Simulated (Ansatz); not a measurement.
Isomers of P₃Se (doublet), relaxed with PBE-D4/def2-SVP; total energies from Ansatz at ωB97X-V/def2-TZVP.

```json
{"isomer": "A", "description": "point group Cs; 3 × P–P 2.20 to 2.23 Å; 2 × P–Se 2.35 Å", "energy (Eh)": "-3425.26627"}
{"isomer": "B", "description": "point group Cs; 2 × P–P 2.15 Å; 2 × P–Se 2.31 Å", "energy (Eh)": "-3425.25042"}
```

The isomers come from a short search, and lower ones may exist.

Problem. Work out the relative energies (1 Eh = 2625.5 kJ/mol) and the Boltzmann populations at 1200 K from electronic energies alone (R = 8.314 J/mol/K).

Solution. ΔE: A 0.0, B 41.6 kJ/mol. RT = 9.98 kJ/mol. Factors exp(−ΔE/RT): A 1, B 0.0155; sum 1.016. Populations: A 98.5 %, B 1.5 %. Zero-point energy, vibrational entropy and symmetry numbers are left out and can shift these; an error of 4 kJ/mol changes a ratio by a factor of 1.5. Over the other density-functional and correlated levels in def2 sets, the gap between A and B ranges from 39 to 58 kJ/mol.
